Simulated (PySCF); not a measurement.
# One molecule, several mistakes: AlBH4NSi

Calculated results; nothing here was measured. The program is PySCF 2.14.0, an open-source quantum chemistry code, run on an isolated molecule that a program drew, which may never have been made. The molecule is AlBH4NSi (charge 0, doublet), drawn as the SMILES string `[BH][AlH][N]=[SiH2]`.

Each row is a Hartree-Fock (HF) and frozen-core CCSD(T) single point in the cc-pV(D+d)Z basis, meant for a local HF minimum. Run 1 is clean. Each other run has one planted mistake out of seven kinds, and not every kind appears here: one electron removed, one electron added, multiplicity raised by two, geometry at a saddle point, minimal basis STO-3G, one bond length entered in bohr, all coordinates scaled. The reference is restricted for singlets and unrestricted otherwise, and also for a bond in bohr. Adding or removing an electron swaps singlet and doublet. Electrons count all cores. HOMO and LUMO are orbital energies over both spins, the gradient is its largest component, and the lowest frequency (negative if imaginary) is given only where the gradient is small. Bond lengths are over the 7 bonds as drawn. T1 is the CCSD diagnostic: over 0.02 (restricted) or 0.045 (unrestricted) a single reference is doubtful.

Geometry of the clean run:
```xyz
8
AlBH4NSi, angstrom
B     1.1419   -1.8394   -1.5324
Al    0.6125   -1.4483    0.4295
N    -1.0764   -1.3054    0.8923
Si   -2.5658   -1.1784    1.3321
H     1.4599   -2.0625   -2.6586
H     1.7669   -1.2819    1.5005
H    -3.4082   -2.2993    1.7907
H    -3.3369    0.0793    1.3436
```

| run | electrons | basis functions | <S^2> | HOMO (eV) | LUMO (eV) | gradient (hartree/bohr) | lowest frequency (cm^-1) | mean bond (Å) | longest bond (Å) | T1 | HF (hartree) | CCSD(T) (hartree) | mistake |
|---|---|---|---|---|---|---|---|---|---|---|---|---|---|
| 1 | 43 | 94 | 0.759 | -7.72 | 1.38 | 2.0e-05 | 87 | 1.5871 | 2.069 | 0.0192 | -612.24161 | -612.67887 | no fault |
| 2 | 43 | 94 | 0.759 | -7.68 | 1.11 | 4.7e-05 | -136 | 1.5881 | 2.067 | 0.0187 | -612.23819 | -612.67386 | geometry at a saddle point |
| 3 | 43 | 32 | 1.218 | -5.47 | 7.52 | 6.6e-02 | - | 1.5871 | 2.069 | 0.0646 | -604.89607 | -605.10242 | minimal basis STO-3G |
| 4 | 43 | 94 | 1.571 | -7.37 | 1.02 | 8.3e-03 | - | 1.7884 | 2.992 | 0.0588 | -612.14084 | -612.57175 | ? |
| 5 | 44 | 94 | 0.000 | 0.07 | 5.39 | 5.0e-02 | - | 1.5871 | 2.069 | 0.0219 | -612.19865 | -612.68116 | ? |

**Which mistake was planted in run 4, and what did it cost?**

The mean bond changes by a factor of 1.127 and the longest by 1.446, so the molecule wasn't scaled as a whole. A length L in bohr read as angstrom grows by (1/0.5292 - 1) L = 0.890 L. The 7 bonds together grew by 7 x 0.2013 = 1.409 Å, which gives L = 1.584 Å. That is bond Al2-H6, 1.583 Å in the clean geometry. So the mistake is: one bond length entered in bohr. Subtracting run 1 and multiplying by 627.51 kcal/mol a hartree, the energy moved by 63.2 kcal/mol in HF and 67.2 kcal/mol in CCSD(T).

**Which mistake was planted in run 5, and what did it cost?**

It counts 44 electrons, one more than the clean run, at the same geometry and basis. So the mistake is: one electron added. Subtracting run 1 and multiplying by 627.51 kcal/mol a hartree, the energy moved by 27.0 kcal/mol in HF and -1.4 kcal/mol in CCSD(T).

Cautions from the logs. Run 3: T1 is over the limit, so its CCSD(T) energy is less reliable; run 4: T1 is over the limit, so its CCSD(T) energy is less reliable; run 5: T1 is over the limit, so its CCSD(T) energy is less reliable and the HOMO is above zero, so the electron isn't bound and the energy depends on the basis.
